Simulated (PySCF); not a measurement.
GeTe, triplet, geometry from GFN2-xTB (the spin is typed, not shown lowest) (all electrons, no relativity); B3LYP/3-21G (PySCF).

PySCF was given this input:
```python
from pyscf import gto, scf, dft

mol = gto.Mole()
mol.atom = '''
    Ge   -0.00000000   -0.00000000   -1.58156681
    Te    0.00000000    0.00000000    0.97327189
'''
mol.basis = '3-21g'
mol.spin = 2
mol.verbose = 5
mol.build()

mf = dft.UKS(mol)
mf.xc = 'b3lyp'
mf.kernel()
```

Question: Predict the main parts of the log of this PySCF run.

Answer: 
```
PySCF version 2.14.0

[INPUT] verbose = 5
[INPUT] max_memory = 4000
[INPUT] num. atoms = 2
[INPUT] num. electrons = 84
[INPUT] charge = 0
[INPUT] spin (= nelec alpha-beta = 2S) = 2
[INPUT] symmetry False subgroup None
[INPUT] Mole.unit = angstrom
[INPUT] Symbol           X                Y                Z      unit          X                Y                Z       unit  Magmom
[...]
[INPUT] ---------------- BASIS SET ----------------
[INPUT] l, kappa, [nprim/nctr], expnt,             c_1 c_2 ...
[INPUT] Te
[...]
                                2088.8798         0.366963
                                459.39319         0.690794
[...]
                                135.36            0.082252
                                44.00048          0.970601
[...]
                                25.82039          0.05183
                                7.809583          1.087622
[...]
                                3.043932          0.46947
                                1.199253          0.829811
[...]
                                0.278088          1.281968
[...]
                                135.36            0.6149
                                44.00048          0.389516
[...]
                                25.82039          0.539188
                                7.809583          0.652285
[...]
                                3.043932          0.522123
                                1.199253          0.532661
[...]
                                0.278088          0.987102
[...]
                                34.015217         0.483556
                                10.869138         0.588386
[...]
                                2.058066          0.579776
                                0.73283           0.340558
[INPUT] Ge
[...]
                                767.72417         0.373167
                                168.18881         0.684787
[...]
                                48.95543          0.0912
                                15.1837           0.963449
[...]
                                5.441437          0.293883
                                1.742603          0.889199
[...]
                                0.263093          1.19067
[...]
                                48.95543          0.57538
                                15.1837           0.445995
[...]
                                5.441437          0.473245
                                1.742603          0.603278
[...]
                                0.263093          0.98749
[...]
                                6.223814          0.511492
                                1.588737          0.58577

nuclear repulsion = 344.660067569385
number of shells = 23
number of NR pGTOs = 135
number of NR cGTOs = 53
basis = 3-21g
ecp = {}

******** <class 'pyscf.dft.uks.UKS'> ********
method = UKS
initial guess = minao
damping factor = 0
level_shift factor = 0
DIIS = <class 'pyscf.scf.diis.CDIIS'>
diis_start_cycle = 1
diis_space = 8
diis_damp = 0
SCF conv_tol = 1e-09
SCF conv_tol_grad = None
SCF max_cycles = 50
direct_scf = True
direct_scf_tol = 1e-13
number electrons alpha = 43  beta = 41
XC library pyscf.dft.libxc version 7.1.2
    S. Lehtola, C. Steigemann, M. J. T. Oliveira, and M. A. L. Marques,  SoftwareX 7, 1–5 (2018)
XC functionals = b3lyp
    P. J. Stephens, F. J. Devlin, C. F. Chabalowski, and M. J. Frisch,  J. Phys. Chem. 98, 11623 (1994)
radial grids:
    Treutler-Ahlrichs [JCP 102, 346 (1995); DOI:10.1063/1.469408] (M4) radial grids

becke partition: Becke, JCP 88, 2547 (1988); DOI:10.1063/1.454033
pruning grids: <function nwchem_prune>
grids dens level: 3
symmetrized grids: False
atomic radii adjust function: <function treutler_atomic_radii_adjust>
small_rho_cutoff = 0
Set gradient conv threshold to 3.16228e-05
atom Ge rad-grids = 90, ang-grids = [ 50  50  50  50  50  50  50  50  50  50  50  50  50  50  50  50  50  50
  50  50  50  50  50  50  50  50  50  50  86  86  86  86  86  86  86  86
  86  86  86  86  86  86  86  86 350 350 350 350 350 350 350 350 350 350
 350 434 434 434 434 434 434 434 434 434 434 434 434 434 434 434 434 434
 434 434 434 434 350 350 350 350 350 350 350 350 350 350 350 350 350 350]
atom Te rad-grids = 95, ang-grids = [ 50  50  50  50  50  50  50  50  50  50  50  50  50  50  50  50  50  50
  50  50  50  50  50  50  50  50  50  50  50  50  86  86  86  86  86  86
  86  86  86  86  86  86  86  86  86  86 350 350 350 350 350 350 350 350
 350 350 350 434 434 434 434 434 434 434 434 434 434 434 434 434 434 434
 434 434 434 434 434 434 434 434 350 350 350 350 350 350 350 350 350 350
 350 350 350 350 350]
tot_boxes 1053, boxes in each direction [ 7  7 11]
Padding 2 grids
tot grids = 42600
nelec by numeric integration = [41.87816623 41.87816623]
E1 = -12608.803483945067  E2 = 3629.423480678316  Ecoul = 3879.0013792461596  Exc = -249.57789856784342
init E= -8634.71993569737
cond(S) = 82.63299928780117

  alpha mo_energy =
[-1.11366629e+03 -3.96278093e+02 -1.67873145e+02 -1.56994451e+02
 -1.56994242e+02 -1.56994242e+02 -4.96278886e+01 -4.40523523e+01
 -4.40519044e+01 -4.40519044e+01 -3.38189396e+01 -2.91679162e+01
 -2.91674155e+01 -2.91674155e+01 -2.13182120e+01 -2.13179208e+01
 -2.13179208e+01 -2.13176067e+01 -2.13176061e+01 -6.22461539e+00
 -5.94020220e+00 -4.37191457e+00 -4.36953387e+00 -4.36953387e+00
 -4.32664641e+00 -4.32404717e+00 -4.32404717e+00 -1.82864170e+00
 -1.82682727e+00 -1.82682727e+00 -1.82458465e+00 -1.82458326e+00
 -1.15659100e+00 -1.15349482e+00 -1.15349482e+00 -1.15150101e+00
 -1.15149365e+00 -6.77946337e-01 -4.99921493e-01 -3.06227722e-01
 -3.02647336e-01 -3.02647336e-01 -1.63180842e-01 -1.63180842e-01
 -6.64490607e-02  1.88243754e-01  2.37440364e-01  2.46951493e-01
  2.46951493e-01  2.51677026e-01  2.83658754e-01  2.83658754e-01
  3.43289425e-01]
  beta  mo_energy =
[-1.11366629e+03 -3.96278093e+02 -1.67873145e+02 -1.56994451e+02
 -1.56994242e+02 -1.56994242e+02 -4.96278886e+01 -4.40523523e+01
 -4.40519044e+01 -4.40519044e+01 -3.38189396e+01 -2.91679162e+01
[...]
 -2.10837172e+01 -2.10814220e+01 -2.10813747e+01 -6.11785193e+00
 -5.81750409e+00 -4.26903576e+00 -4.26545284e+00 -4.26289170e+00
 -4.21122170e+00 -4.20283726e+00 -4.19789817e+00 -1.72116341e+00
 -1.71960614e+00 -1.71508279e+00 -1.70877433e+00 -1.70874291e+00
 -1.05792506e+00 -1.05621936e+00 -1.05326718e+00 -1.05083319e+00
 -1.05052215e+00 -6.20342809e-01 -4.52709607e-01 -2.88090396e-01
 -2.63197710e-01 -2.57274986e-01 -1.68981280e-01 -1.07811531e-01
 -1.13541044e-02  2.33421006e-01  2.84209237e-01  2.84899958e-01
  2.91758888e-01  3.09679595e-01  3.23708060e-01  3.39668205e-01
  3.88935247e-01]
  beta  mo_energy =
[-1.11295602e+03 -3.96091215e+02 -1.67486194e+02 -1.56561763e+02
 -1.56561616e+02 -1.56561333e+02 -4.94759712e+01 -4.38964108e+01
 -4.38955756e+01 -4.38932242e+01 -3.36036519e+01 -2.89415901e+01
 -2.89404054e+01 -2.89390682e+01 -2.10834089e+01 -2.10830897e+01
 -2.10822096e+01 -2.10809842e+01 -2.10809687e+01 -6.11585924e+00
 -5.81439950e+00 -4.26809355e+00 -4.26457912e+00 -4.25763195e+00
 -4.20414021e+00 -4.20141995e+00 -4.19641427e+00 -1.71554780e+00
 -1.71476009e+00 -1.71023249e+00 -1.70763487e+00 -1.70708635e+00
 -1.05732898e+00 -1.05568876e+00 -1.05052879e+00 -1.04775273e+00
 -1.04744158e+00 -5.91124227e-01 -4.23652834e-01 -2.49062709e-01
 -2.45639959e-01 -1.85822232e-01 -9.64416154e-02 -6.90770978e-02
  5.69931025e-04  2.45904399e-01  2.89566223e-01  2.96046350e-01
  3.11229870e-01  3.19420363e-01  3.44315235e-01  3.48978553e-01
  4.01271418e-01]
multiplicity <S^2> = 2.0006691  2S+1 = 3.0004461
nelec by numeric integration = [43.00000132 41.00000133]
E1 = -12640.983779509439  E2 = 3644.0282963698596  Ecoul = 3894.5303412724734  Exc = -250.50204490261387
cycle= 10 E= -8652.2954155702  delta_E= -1.54e-09  |g|= 2.68e-06  |ddm|= 0.000134

  alpha mo_energy =
[-1.11295707e+03 -3.96092339e+02 -1.67486911e+02 -1.56564031e+02
 -1.56562237e+02 -1.56561819e+02 -4.94767312e+01 -4.38968929e+01
 -4.38960601e+01 -4.38960569e+01 -3.36047809e+01 -2.89448666e+01
 -2.89410786e+01 -2.89397780e+01 -2.10852102e+01 -2.10845904e+01
 -2.10837161e+01 -2.10814212e+01 -2.10813739e+01 -6.11785292e+00
 -5.81750307e+00 -4.26903643e+00 -4.26545379e+00 -4.26289305e+00
 -4.21121977e+00 -4.20283636e+00 -4.19789794e+00 -1.72116161e+00
 -1.71960451e+00 -1.71508167e+00 -1.70877407e+00 -1.70874270e+00
 -1.05792568e+00 -1.05622002e+00 -1.05326820e+00 -1.05083453e+00
 -1.05052342e+00 -6.20342383e-01 -4.52709774e-01 -2.88088130e-01
 -2.63197633e-01 -2.57276609e-01 -1.68978149e-01 -1.07814684e-01
 -1.13543657e-02  2.33421044e-01  2.84209494e-01  2.84899505e-01
  2.91758430e-01  3.09679966e-01  3.23709300e-01  3.39667517e-01
  3.88935602e-01]
  beta  mo_energy =
[-1.11295602e+03 -3.96091216e+02 -1.67486193e+02 -1.56561762e+02
 -1.56561615e+02 -1.56561332e+02 -4.94759723e+01 -4.38964118e+01
 -4.38955767e+01 -4.38932255e+01 -3.36036509e+01 -2.89415888e+01
 -2.89404044e+01 -2.89390673e+01 -2.10834077e+01 -2.10830886e+01
 -2.10822085e+01 -2.10809833e+01 -2.10809678e+01 -6.11586023e+00
 -5.81439842e+00 -4.26809408e+00 -4.26457998e+00 -4.25763353e+00
 -4.20413854e+00 -4.20141912e+00 -4.19641355e+00 -1.71554631e+00
 -1.71475868e+00 -1.71023123e+00 -1.70763435e+00 -1.70708573e+00
 -1.05732949e+00 -1.05568929e+00 -1.05052987e+00 -1.04775407e+00
 -1.04744303e+00 -5.91123598e-01 -4.23653039e-01 -2.49062552e-01
 -2.45635564e-01 -1.85824993e-01 -9.64408117e-02 -6.90788754e-02
  5.69964068e-04  2.45904257e-01  2.89566200e-01  2.96046717e-01
  3.11228914e-01  3.19420597e-01  3.44316064e-01  3.48978636e-01
  4.01271677e-01]
multiplicity <S^2> = 2.0006692  2S+1 = 3.0004461
nelec by numeric integration = [43.00000132 41.00000133]
E1 = -12640.98371764167  E2 = 3644.0282345020514  Ecoul = 3894.530278064039  Exc = -250.50204356198742
cycle= 11 E= -8652.29541557023  delta_E= -3.82e-11  |g|= 1.09e-06  |ddm|= 5.85e-05

  alpha mo_energy =
[-1.11295707e+03 -3.96092338e+02 -1.67486913e+02 -1.56564032e+02
 -1.56562238e+02 -1.56561820e+02 -4.94767302e+01 -4.38968919e+01
 -4.38960591e+01 -4.38960560e+01 -3.36047819e+01 -2.89448677e+01
 -2.89410796e+01 -2.89397790e+01 -2.10852113e+01 -2.10845915e+01
 -2.10837172e+01 -2.10814222e+01 -2.10813748e+01 -6.11785203e+00
 -5.81750401e+00 -4.26903562e+00 -4.26545293e+00 -4.26289206e+00
 -4.21122096e+00 -4.20283724e+00 -4.19789869e+00 -1.72116274e+00
 -1.71960559e+00 -1.71508264e+00 -1.70877478e+00 -1.70874341e+00
 -1.05792490e+00 -1.05621923e+00 -1.05326730e+00 -1.05083355e+00
 -1.05052247e+00 -6.20342798e-01 -4.52709567e-01 -2.88089061e-01
 -2.63197716e-01 -2.57276655e-01 -1.68978783e-01 -1.07813342e-01
 -1.13542631e-02  2.33421166e-01  2.84209581e-01  2.84899789e-01
  2.91758860e-01  3.09679634e-01  3.23708786e-01  3.39667406e-01
  3.88935409e-01]
  beta  mo_energy =
[-1.11295602e+03 -3.96091215e+02 -1.67486194e+02 -1.56561763e+02
 -1.56561616e+02 -1.56561333e+02 -4.94759713e+01 -4.38964109e+01
 -4.38955757e+01 -4.38932245e+01 -3.36036519e+01 -2.89415899e+01
 -2.89404054e+01 -2.89390682e+01 -2.10834087e+01 -2.10830896e+01
 -2.10822095e+01 -2.10809843e+01 -2.10809687e+01 -6.11585935e+00
 -5.81439935e+00 -4.26809337e+00 -4.26457911e+00 -4.25763248e+00
 -4.20413964e+00 -4.20142000e+00 -4.19641433e+00 -1.71554735e+00
 -1.71475970e+00 -1.71023216e+00 -1.70763509e+00 -1.70708648e+00
 -1.05732876e+00 -1.05568855e+00 -1.05052899e+00 -1.04775308e+00
 -1.04744202e+00 -5.91123934e-01 -4.23652927e-01 -2.49062598e-01
 -2.45636766e-01 -1.85824442e-01 -9.64411263e-02 -6.90782112e-02
  5.70077768e-04  2.45904316e-01  2.89566503e-01  2.96046667e-01
  3.11229310e-01  3.19420281e-01  3.44315743e-01  3.48978486e-01
  4.01271483e-01]
multiplicity <S^2> = 2.0006693  2S+1 = 3.0004461
nelec by numeric integration = [43.00000132 41.00000133]
E1 = -12640.983765429826  E2 = 3644.0282822901954  Ecoul = 3894.530326852237  Exc = -250.50204456204148
Extra cycle  E= -8652.29541557025  delta_E= -1.27e-11  |g|= 1.57e-06  |ddm|= 8.74e-06
converged SCF energy = -8652.29541557025  <S^2> = 2.0006693  2S+1 = 3.0004461
```
